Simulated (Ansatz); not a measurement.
```xyz
12

C     0.4112    0.1891    1.9123
C    -0.3987    0.1170    0.6453
O     0.4850   -0.1032   -0.4534
Si    0.0637   -0.2465   -1.9977
Cl   -1.2033   -1.8143   -2.2659
Cl    1.7544   -0.5436   -3.0592
Cl   -0.8776    1.4316   -2.6560
H     0.9570   -0.7420    2.0738
H    -0.2483    0.3574    2.7667
H     1.1306    1.0082    1.8632
H    -0.9500    1.0486    0.4800
H    -1.1239   -0.7023    0.6908
```

Total charge 0; spin multiplicity 1.

Question: List the ωB97M-V/def2-TZVPP orbital energies in eV (Ansatz). (Best estimate.)

Answer: Ansatz gave: Occupied: -2772.34, -2772.32, -2772.32, -1810.06, -526.83, -283.39, -281.49, -262.75, -262.73, -262.73, -200.22, -200.20, -200.20, -200.09, -200.09, -200.08, -200.08, -200.07, -200.07, -150.79, -104.94, -104.93, -104.89, -32.01, -26.97, -26.02, -25.97, -24.32, -20.60, -18.21, -16.52, -16.20, -15.31, -14.58, -13.99, -13.69, -13.34, -12.76, -12.55, -12.46, -12.06, -11.89, -11.71, -11.47, -11.29. Lowest empty: 2.20, 2.69, 3.22, 3.33, 3.44, 3.93, 4.47, 4.52.
